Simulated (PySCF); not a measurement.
# KCl: frontier orbitals

PBE0 at R = 2.689 Å; PySCF, spin-free X2C with a Gaussian nucleus, basis sets K x2c-TZVPall, Cl x2c-TZVPall. State: ¹Σ⁺ (singlet), closed shell. Only the outer orbitals are listed, counted within each symmetry.

```json
{"orbital": "7σ", "occ.": "2", "ε (eV)": "-38.86", "on K (%)": "100", "main shells (%)": "100 K s"}
{"orbital": "8σ", "occ.": "2", "ε (eV)": "-21.04", "on K (%)": "93", "main shells (%)": "93 K p"}
{"orbital": "3π", "occ.": "2", "ε (eV)": "-21.03", "on K (%)": "100", "main shells (%)": "100 K p"}
{"orbital": "3π", "occ.": "2", "ε (eV)": "-21.03", "on K (%)": "100", "main shells (%)": "100 K p"}
{"orbital": "9σ", "occ.": "2", "ε (eV)": "-18.60", "on K (%)": "8", "main shells (%)": "92 Cl s"}
{"orbital": "10σ", "occ.": "2", "ε (eV)": "-6.17", "on K (%)": "6", "main shells (%)": "94 Cl p"}
{"orbital": "4π", "occ.": "2", "ε (eV)": "-5.93", "on K (%)": "4", "main shells (%)": "96 Cl p"}
{"orbital": "4π", "occ.": "2", "ε (eV)": "-5.93", "on K (%)": "4", "main shells (%)": "96 Cl p"}
{"orbital": "11σ", "occ.": "0", "ε (eV)": "-1.34", "on K (%)": "99", "main shells (%)": "82 K s, 16 K p"}
{"orbital": "5π", "occ.": "0", "ε (eV)": "0.46", "on K (%)": "100", "main shells (%)": "88 K p, 12 K d"}
{"orbital": "5π", "occ.": "0", "ε (eV)": "0.46", "on K (%)": "100", "main shells (%)": "88 K p, 12 K d"}
```

Q: Which are the highest filled and the lowest empty level, where do they sit, and how wide is the gap?

A: Highest filled 4π at -5.93 eV (in %: 96 Cl p); lowest empty 11σ at -1.34 eV (in %: 82 K s, 16 K p); the gap at PBE0 is 4.59 eV.

```
bond order (Mayer)                              : 0.58
⟨S²⟩                                            : 0.000
charge on K (Mulliken, basis-dependent)         : 0.70
charge on K (Löwdin, basis-dependent)           : 0.40
dipole moment (positive dipole means K(−)Cl(+)) : -10.12 D
polarisability along the bond                   : 38.2 bohr³
polarisability across the bond                  : 26.0 bohr³
```
